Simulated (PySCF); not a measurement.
stibine (H3Sb), SMILES [SbH3].

Geometry: PBE0-D3(BJ)/def2-TZVPD. The def2 effective core potentials stand for the cores of Sb; spin–orbit coupling is left out.

Computed with C-PCM-PBE0/def2-TZVPD (PySCF).

The values are the electrostatic part of the solvation free energy, E(continuum) − E(gas) at the gas-phase geometry, in a cavity of scaled van der Waals radii (PySCF's table); cavitation and dispersion terms are not included. A continuum can't describe solvent molecules that bind to the metal. In vacuum the orbital gap is 7.31 eV. The dipole moment in vacuum is 0.31 D.

Computed values in water (ε = 78.36), 1-octanol (ε = 9.86), dichloromethane (ε = 8.93):
| solvent | ε | ΔG(elec) (kcal/mol) | dipole (D) | gap (eV) |
|---|---|---|---|---|
| water | 78.36 | -0.5 | 0.41 | 7.36 |
| 1-octanol | 9.86 | -0.4 | 0.39 | 7.36 |
| dichloromethane | 8.93 | -0.4 | 0.39 | 7.36 |
